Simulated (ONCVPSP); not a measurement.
# u(r) = r·R(r): atom against pseudo-atom (Sr (Z = 38))

Columns: radius, all-electron u(r) and pseudo u(r) of the 4p shell (level -24.16 eV) of strontium in the configuration [Ar] 3d10 4s2 4p6 5s1 5p1; LDA (Perdew-Wang 92), scalar-relativistic, ONCV scheme, ONCVPSP 4.0.1.

```
r (bohr)  all-electron  pseudo
   0.128        0.2097  0.0203
   0.255       -0.2851  0.0785
   0.382       -0.4408  0.1696
   0.510       -0.2510  0.2863
   0.638        0.0627  0.4165
   0.765        0.3633  0.5467
   0.893        0.6012  0.6662
   1.020        0.7614  0.7626
   1.148        0.8537  0.8299
   1.275        0.8905  0.8642
   1.402        0.8868  0.8673
   1.530        0.8548  0.8436
   1.658        0.8045  0.7994
   1.785        0.7442  0.7424
   1.912        0.6791  0.6787
   2.040        0.6125  0.6124
   2.168        0.5476  0.5475
   2.295        0.4865  0.4865
   2.422        0.4298  0.4298
   2.550        0.3775  0.3775
   2.678        0.3302  0.3302
   2.805        0.2882  0.2882
   2.932        0.2509  0.2508
   3.060        0.2176  0.2176
   3.188        0.1883  0.1883
   3.315        0.1629  0.1629
```

How many radial nodes do the two functions have?

The all-electron 4p function has n − l − 1 = 2; the pseudo-wave has 0, since the states of the same l below it are removed with the core.

At about which radius was the pseudo-wave matched?

2.15 bohr. The columns agree to 0.0005 from 1.91 bohr on; several derivatives are matched, so the curves merge somewhat inside the radius.

Where does each function peak?

Outermost all-electron maximum near 1.27 bohr, pseudo maximum near 1.40 bohr (to the table’s step).

Is the pseudo-wave norm-conserving?

Yes: the ONCV scheme keeps the norm inside the radius equal to the all-electron one, which fixes the energy derivative of the logarithmic derivative at the level.
